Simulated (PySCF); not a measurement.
oxalic acid (C2H2O4), SMILES O=C(O)C(=O)O. Coordinates come from a ωB97X-D3(BJ)/def2-SVP optimisation. The values are those of a single conformer.

Computed equilibrium geometry at ωB97X-D3(BJ)/def2-SVP (PySCF confirms it by a frequency run) as a Z-matrix, and its point group (one conformer of several):
point group C2h.
```
C
O 1 1.1983
O 1 1.3320 2 125.29
H 3 0.9708 1 106.82 2 0.00
C 1 1.5400 2 124.14 3 180.00
O 5 1.1983 1 124.14 2 180.00
O 5 1.3320 6 125.29 1 180.00
H 7 0.9708 5 106.82 6 0.00
```
Charge 0, spin multiplicity 1.
